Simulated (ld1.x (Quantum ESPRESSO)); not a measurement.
Pseudopotential generation for bromine (Br): RRKJ, LDA (PZ), non-relativistic.

* Element: bromine
* Generator: ld1.x (Quantum ESPRESSO) 7.5
* Type: norm-conserving RRKJ (Kleinman–Bylander form)
* Functional: LDA (PZ)
* Relativity: non-relativistic
* Frozen core: [Ar] 3d10
* Valence charge: 7
* Reference configuration: 4s2 4p3 (charge +2)
* Partial waves: 4s (bound): rc 1.35 bohr; 4p (bound): rc 1.75 bohr
* Local potential: the p channel
* Core correction: Bessel-smoothed model core inside 0.70 bohr
* rho0: 0.005

- Cutoffs needed: 50 Ry and 80 Ry (the cutoffs (Ry, on a coarse ladder) from which the occupation-weighted sum of valence levels, in a spherical-Bessel basis at the reference potential, stays within 10 and 1 mRy of its value at 400 Ry)
- Ghost test: no extra level below or beside the all-electron valence levels (s, p, d, f tested) (spherical-Bessel basis up to 400 Ry, 20 bohr box)
- Largest excitation error: -24 meV (all-electron minus pseudo) for 4s2 4p1, out of 7 test configurations
